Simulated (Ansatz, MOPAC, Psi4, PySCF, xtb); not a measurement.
Two geometries of SMILES O[Si](O)(O)O, relaxed at B3LYP-D3(BJ)/def2-SVP with one dihedral held; other torsions can differ between them too.

Structure A

```
9

O      0.6968     1.1847    -0.6980
Si    -0.0218    -0.0617     0.1143
O     -1.1233     0.6247     1.1369
O     -0.6332    -1.0773    -1.0366
O      0.9750    -0.9818     1.0573
H      0.7545     2.0175    -0.2153
H     -1.3498     0.1011     1.9143
H     -0.9237    -0.6539    -1.8529
H      1.4158    -1.7108     0.6054
```

Structure B

```
9

O      0.7023     1.1754    -0.6179
Si    -0.0298    -0.0852     0.1591
O     -1.1414     0.6007     1.1722
O     -0.6514    -1.1178    -0.9763
O      0.9919    -0.9981     1.0798
H      0.3868     2.0533    -0.3741
H     -1.4318     0.0598     1.9156
H     -0.8969    -0.7144    -1.8170
H      1.3727    -1.7643     0.6348
```

**Question.** Which is lower in energy at the level CCSD(T) on RHF/cc-pVTZ, frozen core // B3LYP-D3(BJ)/def2-SVP (Ansatz, a first-principles code), and by how much?

**Answer.** A is lower, by 0.76 kcal/mol (dihedral O3–Si2–O1–H6: 30° in A, 0° in B).

E(B) − E(A) in kcal/mol at the other levels, on the same two geometries: B3LYP/def2-TZVP // B3LYP-D3(BJ)/def2-SVP (Psi4) 0.68; B3LYP-D3(BJ)/def2-TZVP // B3LYP-D3(BJ)/def2-SVP (Psi4) 0.68; PBE/def2-TZVP // B3LYP-D3(BJ)/def2-SVP (Psi4) 0.69; PBE-D3(BJ)/def2-TZVP // B3LYP-D3(BJ)/def2-SVP (Psi4) 0.69; M06-2X/def2-TZVP // B3LYP-D3(BJ)/def2-SVP (Psi4) 0.68; RHF/cc-pVTZ // B3LYP-D3(BJ)/def2-SVP (Ansatz) 0.70; MP2 on RHF/cc-pVTZ, frozen core // B3LYP-D3(BJ)/def2-SVP (Ansatz) 0.76; CCSD on RHF/cc-pVTZ, frozen core // B3LYP-D3(BJ)/def2-SVP (Ansatz) 0.76; PM7, restricted, heats of formation // B3LYP-D3(BJ)/def2-SVP (MOPAC) 0.56; PM3, restricted, heats of formation // B3LYP-D3(BJ)/def2-SVP (MOPAC) 0.04; GFN1-xTB // B3LYP-D3(BJ)/def2-SVP (xtb) 0.69; restricted B3LYP/6-31G*, spherical d // B3LYP-D3(BJ)/def2-SVP (PySCF) 0.81; restricted B3LYP/3-21G // B3LYP-D3(BJ)/def2-SVP (PySCF) 0.69; restricted Hartree-Fock/6-31G*, spherical d // B3LYP-D3(BJ)/def2-SVP (PySCF) 0.79; restricted Hartree-Fock/3-21G // B3LYP-D3(BJ)/def2-SVP (PySCF) 0.56.
